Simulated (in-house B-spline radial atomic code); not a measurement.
Configurations of Rh6+, with energies counted from [Kr] 4d3. Method: scalar-relativistic (X2C) PBE0, spin-polarised, spherical fractional occupations, exact exchange averaged over the configuration, Fermi nucleus of rms radius 4.4945 fm. Calculated with a B-spline radial code for spherical atoms. Shells without spins written out take the highest spin.

Occupations are held fixed; configurations that lie above the ionisation limit could autoionise.

```csv
configuration,E - E(ref) (eV),highest orbital,its <r> (bohr)
[Kr] 4d2 5s1,25.185,5s up,2.035
[Kr] 4d2 5p1,35.592,5p up,2.24
[Ar] 3d9 4s2 4p6 4d3 5p1,353.35,5p up,2.199
[Ar] 3d9 4s2 4p6 4d3 4f1,363.62,4f up,1.673
[Ar] 3d9 4s2 4p6 4d3 5f1,384.1,5f up,3.48
```

(1) Order these further configurations by energy, lowest first.
A. [Ar] 3d9 4s2 4p6 4d4
B. [Ar] 3d10 4s2 4p5 4d3 5p1
C. [Kr] 4d2 4f1
D. [Ar] 3d9 4s2 4p6 4d3 5s1
E. [Ar] 3d10 4s2 4p5 4d3 5s1

Answers

(1) C (46.448 eV), E (72.259 eV), B (82.791 eV), A (314.54 eV), D (342.76 eV).
